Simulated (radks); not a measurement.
Question: Radial electron density D(r) = 4 pi r^2 rho(r) of an atom or ion with 52 electrons. All-electron calculation, scalar-relativistic Kohn-Sham, AM05, spin-unpolarised, spherical densities, finite nucleus; Fermi nuclear charge, rms radius of each element as measured or else 0.836 A^(1/3) + 0.57 fm. Program: a radial shooting solver on a logarithmic mesh with Libxc functionals.

```
   r/bohr * D(r) (the largest magnitude, 100, reaches the edge; | marks zero)
 0.003055 |        *
 0.003528 |          *
 0.004042 |            *
 0.004668 |               *
 0.005348 |                  *
 0.006176 |                      *
 0.007075 |                         *
 0.008171 |                             *
 0.009362 |                                *
  0.01081 |                                   *
  0.01249 |                                      *
  0.01431 |                                        *
  0.01652 |                                         *
  0.01893 |                                         *
  0.02186 |                                       *
  0.02504 |                                      *
  0.02892 |                                    *
  0.03314 |                                    *
  0.03827 |                                     *
   0.0442 |                                        *
  0.05063 |                                            *
  0.05848 |                                                 *
    0.067 |                                                     *
  0.07737 |                                                      *
  0.08864 |                                                    *
   0.1024 |                                               *
   0.1173 |                                          *
   0.1355 |                                       *
   0.1564 |                                        *
   0.1792 |                                            *
    0.207 |                                              *
   0.2371 |                                             *
   0.2739 |                                      *
   0.3138 |                             *
   0.3624 |                    *
   0.4151 |                *
   0.4794 |                 *
   0.5537 |                  *
   0.6344 |                  *
   0.7326 |               *
   0.8394 |           *
   0.9694 |       *
    1.111 |     *
    1.283 |   *
    1.469 |   *
    1.697 |  *
     1.96 | *
    2.245 |*
    2.593 *
    2.971 *
    3.431 *
    3.931 *
     4.54 *
```

What is the nuclear charge?

Answer: Z = 58. The innermost maximum, from 1s, lies near gamma/Z bohr with gamma = sqrt(1 - (Z/c)^2) = 0.906, here 0.0156 bohr (found: 0.0172), and its height grows with Z. The density is that of the cerium ion Ce6+ in [Kr] 4d10 5s2 5p4; the configuration itself is not fixed sharply by these data, and Z only to a few units. D(r) has 4 maxima, at r = 0.0172, 0.0761, 0.214, 0.590 bohr, and minima at 0.0329, 0.141, 0.436 bohr, inside which lie 1.95, 11.17, 28.99 electrons.
